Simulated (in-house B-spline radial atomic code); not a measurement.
OLYP excitations of Ne8+

Method: OLYP. Computed with an all-electron radial atomic-structure program (B-spline basis): linear response of the closed shell 1s2 with the functional's adiabatic kernel; scalar-relativistic (spin-free one-electron X2C), finite nucleus, no spin-orbit coupling, no double excitations, S, P, D and F terms only.

Command:
```bash
python run_td.py task.json out
```
Settings (radii: box in bohr, nucleus in fm):
```
Z                        10
electrons                2
configuration            1s2
hamiltonian              x2c
method                   optx,lyp
box_radius               11.59
rms_radius               3.0055
intervals                71
```

Run time, properties included: 0.2 s on 1 thread of Arm Neoverse N1 (shared host).

The lowest states, in the order of their Tamm-Dancoff energies; the method's threshold (minus the highest occupied level) is 1136.91 eV. Labels give the largest channel, * marks a mixed state, and oscillator strengths are full-response dipole values. Semilocal kernels can invert the small singlet-triplet splittings of Rydberg terms. Energies in eV:

| state | full response | Tamm-Dancoff | oscillator strength |
| --- | --- | --- | --- |
| 1s → 2s 3S | 869.72 | 869.75 | - |
| 1s → 2p 3P | 883.70 | 883.76 | - |
| 1s → 2s 1S | 887.13 | 887.31 | - |
| 1s → 2p 1P | 897.85 | 897.91 | 0.648 |
| 1s → 3s 3S | 1030.21 | 1030.22 | - |
| 1s → 3d 3D | 1032.27 | 1032.27 | - |
| 1s → 3s 1S | 1033.47 | 1033.51 | - |
| 1s → 3p 3P | 1034.05 | 1034.06 | - |
| 1s → 3d 1D | 1035.15 | 1035.16 | - |
| 1s → 3p 1P | 1036.52 | 1036.53 | 0.136 |
| 1s → 4s 3S | 1078.51 | 1078.52 | - |
| 1s → 4d 3D | 1079.48 | 1079.48 | - |
| 1s → 4s 1S | ? | ? | - |
| 1s → 4p 3P | ? | ? | - |
| 1s → 4d 1D | 1080.60 | 1080.60 | - |
| 1s → 4p 1P | 1080.96 | 1080.96 | 0.0527 |

Problem. Where does 1s → 4p 3P lie?

Solution. At 1079.94 eV in full response, 1079.94 eV in Tamm-Dancoff.

Problem. Where does 1s → 4s 1S lie?

Solution. At 1079.79 eV in full response, 1079.80 eV in Tamm-Dancoff.

Problem. How large is the singlet-triplet splitting of 1s → 2s (S terms) in Tamm-Dancoff?

Solution. 17.6 eV, from the unrounded values.

Problem. What polarisabilities and dispersion coefficient does the method give?

Solution. Dipole 0.001059 bohr³, quadrupole 4.139e-05 bohr⁵, C6 3.273e-05 hartree·bohr⁶ for two such species.
